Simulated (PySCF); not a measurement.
C₂H₁₁NSi₂, SMILES C[SiH](C)N[SiH3].

Coordinates come from a B3LYP-D3(BJ)/def2-SVP optimisation. Other conformers were not sampled.

All values below come from B3LYP-D3(BJ)/def2-SVP in PySCF 2.14.0.

Frequencies are harmonic and unscaled.

```json
[
 {"mode": "1", "ν (cm⁻¹)": "26", "IR (km/mol)": "0.5", "moving atoms (share of kinetic energy)": "H 47 %, N 23 %, C 16 %, Si 14 %"},
 {"mode": "2", "ν (cm⁻¹)": "58", "IR (km/mol)": "0.9", "moving atoms (share of kinetic energy)": "H 83 %, N 10 %"},
 {"mode": "3", "ν (cm⁻¹)": "133", "IR (km/mol)": "0.6", "moving atoms (share of kinetic energy)": "H 33 %, C 32 %, Si 29 %"},
 {"mode": "4", "ν (cm⁻¹)": "163", "IR (km/mol)": "0.5", "moving atoms (share of kinetic energy)": "H 95 %"},
 {"mode": "5", "ν (cm⁻¹)": "175", "IR (km/mol)": "0.0", "moving atoms (share of kinetic energy)": "H 96 %"},
 {"mode": "6", "ν (cm⁻¹)": "187", "IR (km/mol)": "3.5", "moving atoms (share of kinetic energy)": "H 42 %, C 40 %, Si 14 %"},
 {"mode": "7", "ν (cm⁻¹)": "236", "IR (km/mol)": "1.7", "moving atoms (share of kinetic energy)": "H 45 %, Si 28 %, C 24 %"},
 {"mode": "8", "ν (cm⁻¹)": "286", "IR (km/mol)": "8.0", "moving atoms (share of kinetic energy)": "H 36 %, Si 34 %, N 19 %, C 11 %"},
 {"mode": "9", "ν (cm⁻¹)": "342", "IR (km/mol)": "56.5", "moving atoms (share of kinetic energy)": "H 58 %, N 30 %, Si 10 %"},
 {"mode": "10", "ν (cm⁻¹)": "582", "IR (km/mol)": "2.3", "moving atoms (share of kinetic energy)": "H 35 %, Si 27 %, N 20 %, C 18 %"},
 {"mode": "11", "ν (cm⁻¹)": "617", "IR (km/mol)": "6.3", "moving atoms (share of kinetic energy)": "H 92 %"},
 {"mode": "12", "ν (cm⁻¹)": "661", "IR (km/mol)": "1.4", "moving atoms (share of kinetic energy)": "C 40 %, H 36 %, Si 22 %"},
 {"mode": "13", "ν (cm⁻¹)": "691", "IR (km/mol)": "8.6", "moving atoms (share of kinetic energy)": "H 65 %, C 26 %, Si 8 %"},
 {"mode": "14", "ν (cm⁻¹)": "721", "IR (km/mol)": "21.1", "moving atoms (share of kinetic energy)": "H 87 %, Si 9 %"},
 {"mode": "15", "ν (cm⁻¹)": "723", "IR (km/mol)": "4.9", "moving atoms (share of kinetic energy)": "H 49 %, Si 23 %, C 18 %, N 10 %"},
 {"mode": "16", "ν (cm⁻¹)": "756", "IR (km/mol)": "54.1", "moving atoms (share of kinetic energy)": "H 69 %, C 16 %, Si 10 %"},
 {"mode": "17", "ν (cm⁻¹)": "810", "IR (km/mol)": "58.8", "moving atoms (share of kinetic energy)": "H 56 %, N 17 %, C 14 %, Si 13 %"},
 {"mode": "18", "ν (cm⁻¹)": "854", "IR (km/mol)": "65.4", "moving atoms (share of kinetic energy)": "H 63 %, C 22 %, Si 12 %"},
 {"mode": "19", "ν (cm⁻¹)": "906", "IR (km/mol)": "350.1", "moving atoms (share of kinetic energy)": "H 69 %, Si 18 %, C 10 %"},
 {"mode": "20", "ν (cm⁻¹)": "920", "IR (km/mol)": "353.6", "moving atoms (share of kinetic energy)": "H 73 %, Si 14 %, C 8 %"},
 {"mode": "21", "ν (cm⁻¹)": "939", "IR (km/mol)": "75.8", "moving atoms (share of kinetic energy)": "H 92 %"},
 {"mode": "22", "ν (cm⁻¹)": "945", "IR (km/mol)": "76.7", "moving atoms (share of kinetic energy)": "H 46 %, N 38 %, Si 15 %"},
 {"mode": "23", "ν (cm⁻¹)": "972", "IR (km/mol)": "51.1", "moving atoms (share of kinetic energy)": "H 95 %"},
 {"mode": "24", "ν (cm⁻¹)": "1016", "IR (km/mol)": "128.3", "moving atoms (share of kinetic energy)": "H 90 %"},
 {"mode": "25", "ν (cm⁻¹)": "1191", "IR (km/mol)": "180.8", "moving atoms (share of kinetic energy)": "H 68 %, N 29 %"},
 {"mode": "26", "ν (cm⁻¹)": "1269", "IR (km/mol)": "36.3", "moving atoms (share of kinetic energy)": "H 77 %, C 22 %"},
 {"mode": "27", "ν (cm⁻¹)": "1277", "IR (km/mol)": "21.7", "moving atoms (share of kinetic energy)": "H 79 %, C 21 %"},
 {"mode": "28", "ν (cm⁻¹)": "1431", "IR (km/mol)": "1.1", "moving atoms (share of kinetic energy)": "H 96 %"},
 {"mode": "29", "ν (cm⁻¹)": "1431", "IR (km/mol)": "0.5", "moving atoms (share of kinetic energy)": "H 95 %"},
 {"mode": "30", "ν (cm⁻¹)": "1438", "IR (km/mol)": "4.2", "moving atoms (share of kinetic energy)": "H 96 %"},
 {"mode": "31", "ν (cm⁻¹)": "1444", "IR (km/mol)": "7.1", "moving atoms (share of kinetic energy)": "H 96 %"},
 {"mode": "32", "ν (cm⁻¹)": "2174", "IR (km/mol)": "168.9", "moving atoms (share of kinetic energy)": "H 97 %"},
 {"mode": "33", "ν (cm⁻¹)": "2189", "IR (km/mol)": "190.2", "moving atoms (share of kinetic energy)": "H 96 %"},
 {"mode": "34", "ν (cm⁻¹)": "2210", "IR (km/mol)": "100.7", "moving atoms (share of kinetic energy)": "H 97 %"},
 {"mode": "35", "ν (cm⁻¹)": "2222", "IR (km/mol)": "131.0", "moving atoms (share of kinetic energy)": "H 97 %"},
 {"mode": "36", "ν (cm⁻¹)": "3023", "IR (km/mol)": "4.7", "moving atoms (share of kinetic energy)": "H 97 %"},
 {"mode": "37", "ν (cm⁻¹)": "3029", "IR (km/mol)": "2.0", "moving atoms (share of kinetic energy)": "H 97 %"},
 {"mode": "38", "ν (cm⁻¹)": "3111", "IR (km/mol)": "8.9", "moving atoms (share of kinetic energy)": "H 91 %, C 9 %"},
 {"mode": "39", "ν (cm⁻¹)": "3117", "IR (km/mol)": "3.7", "moving atoms (share of kinetic energy)": "H 91 %, C 9 %"},
 {"mode": "40", "ν (cm⁻¹)": "3119", "IR (km/mol)": "10.7", "moving atoms (share of kinetic energy)": "H 91 %, C 9 %"},
 {"mode": "41", "ν (cm⁻¹)": "3121", "IR (km/mol)": "7.0", "moving atoms (share of kinetic energy)": "H 91 %, C 9 %"},
 {"mode": "42", "ν (cm⁻¹)": "3579", "IR (km/mol)": "28.8", "moving atoms (share of kinetic energy)": "H 93 %"}
]
```
